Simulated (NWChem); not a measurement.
CoHSBr, quartet; SMILES [SH][Co][Br]

```xyz
4

Co     0.0098     0.4628    -0.0003
Br     0.0834    -1.7981    -0.0006
S     -0.1339     2.6501     0.0000
H     -1.4871     2.6078     0.0302
```
Atoms are numbered in this order, from 1.

Level: PBE0/def2-SVP, spin-unrestricted (NWChem), optimised geometry, unscaled harmonic frequencies. This build's default masses of Se (78.918 u) and Br (79.917 u) are each other's, which moves their modes by up to 0.6 %. The spin multiplicity was typed, not searched, and may not be the lowest.

Task: List the harmonic frequencies with IR intensities, and the thermochemistry.

Result: 
```tsv
frequency (cm⁻¹)	IR intensity (km/mol)
57	12.7
65	20.8
262	5.8
434	90.7
511	37.2
2696	1.1
```

```
Quantity                                                                                             Result
-----------------------------------------------------------------------------------------  ----------------
zero-point energy                                                                              5.8 kcal/mol
thermal correction to the enthalpy at 298.15 K (with zero-point energy)                        9.7 kcal/mol
heat capacity Cv                                                                           14.3 cal/(mol K)
entropy at 298.15 K and 1 atm (symmetry number 1, electronic part: spin degeneracy alone)  80.6 cal/(mol K)
dipole moment                                                                                        1.02 D
```

Rigid rotor and harmonic oscillator; modes under 100 cm⁻¹ make the entropy uncertain.
